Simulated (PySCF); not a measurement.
Delta-SCF ions had no search for a lower state. Excitations are Tamm–Dancoff values on a coarser integration grid. The basis has no diffuse functions, so Rydberg states are missing or too high.

## C2H5OS, SMILES `C(/SC)=[O+]\[H]` (C–S–C–O torsion 0°) (charge 1, multiplicity 1)

Computed with TPSSh-D3(BJ)/def2-TZVP (PySCF).

```
Item                                                                  Value
-------------------------------------------  ------------------------------
HOMO                                                              -13.45 eV
LUMO                                                               -8.33 eV
HOMO–LUMO gap                                                       5.12 eV
S1 excitation (TDA)                                                 6.10 eV
S1 oscillator strength                                                0.003
brightest of the four lowest singlets (TDA)                         6.24 eV
T1 excitation (TDA)                                                 3.49 eV
S1–T1 gap (TDA)                                                     2.60 eV
vertical ionisation energy (Delta-SCF)                             16.32 eV
total energy                                                   -552.4594 Ha
cost                                         around 14 core-minutes (rough)
```

```xyz
9

C     -1.4510     0.1738    -0.0628
S     -0.3525    -1.2309     0.2714
C      1.1575    -0.5690     0.1606
O      1.3584     0.6811    -0.1099
H     -2.4569    -0.2378     0.0050
H     -1.2571     0.5537    -1.0645
H     -1.2969     0.9410     0.6941
H      2.0039    -1.2349     0.3267
H      2.3043     0.9200    -0.1406
```
Charge +1, spin multiplicity 1.
